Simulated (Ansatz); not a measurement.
`[GaH2][GaH2]` + HBr → `[GaH2][Br]` + `[GaH3]` at 500 K and 1 bar (cleavage of the Ga–Ga bond).

Gas-phase electronic energies from Ansatz, PBE0-D4/def2-TZVP geometries. CBS: MP2 limit from def2 TZ/QZ plus the TZ coupled-cluster correction, frozen cores. For Br, Ga outer-core shells are correlated without core-valence functions, which leaves a few kJ/mol of doubt a bond. Scalar relativity is left out up to krypton.

```csv
species,CCSD(T)/CBS energy (Eh),H − E (kJ/mol),S (J/(mol·K))
`[GaH2][GaH2]`,-3850.24627,101.9,341.2
HBr,-2573.91920,30.5,213.7
`[GaH2][Br]`,-4498.49736,60.9,306.0
`[GaH3]`,-1925.70545,69.3,243.1
```

H − E and S are ideal-gas, rigid-rotor, harmonic terms from PBE0-D4/def2-TZVP. 1 Eh = 2625.50 kJ/mol, R = 8.31446 J/(mol·K).

Question: By hand: ΔE, ΔH, ΔS and ΔG.

Answer: ΔE = (-4498.49736) + (-1925.70545) − (-3850.24627) − (-2573.91920) = -0.03734 Eh = -98.0 kJ/mol. Δ(H − E) = 60.9 + 69.3 − 101.9 − 30.5 = -2.2, so ΔH = -100.2 kJ/mol. ΔS = 306.0 + 243.1 − 341.2 − 213.7 = -5.8 J/(mol·K). ΔG = -100.2 − 500 × (-5.8)/1000 = -97.3 kJ/mol.

Question: By hand: the equilibrium constant, and the temperature at which ΔG would vanish if ΔH and ΔS stayed fixed.

Answer: log₁₀ K = −ΔG/(RT ln 10) = 10.2. ΔG = 0 at ΔH/ΔS = 17276 K, far beyond where these terms or the molecules hold.

The number of gas molecules stays the same, so ΔS is small and ΔH decides. A doubt of 5 kJ/mol in ΔE shifts log₁₀ K by 0.5 here. These are equilibria of isolated gas molecules and say nothing of rates. Largest T1 diagnostic: 0.014 (customary marks: 0.02 for closed shells, 0.045 for open ones).
